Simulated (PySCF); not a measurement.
A structure optimised at PBE-D3(BJ)/def2-SVP, used in a PySCF frequency run:

```
C
F 1 1.3529
C 1 1.3572 2 117.78
H 3 1.0990 1 120.45 2 0.00
C 1 1.4200 2 115.26 3 180.00
C 5 1.2253 2 147.76 1 180.00
H 6 1.0815 2 159.01 1 180.00
Br 3 1.8718 4 116.09 1 180.00
```
Charge 0, spin multiplicity 1.

Write its SMILES, formula and point group.

C#C/C(F)=C\Br, C₄H₂BrF, Cs

What are its rotational constants (standard atomic weights)?

4.0455, 1.2992, 0.98336 GHz
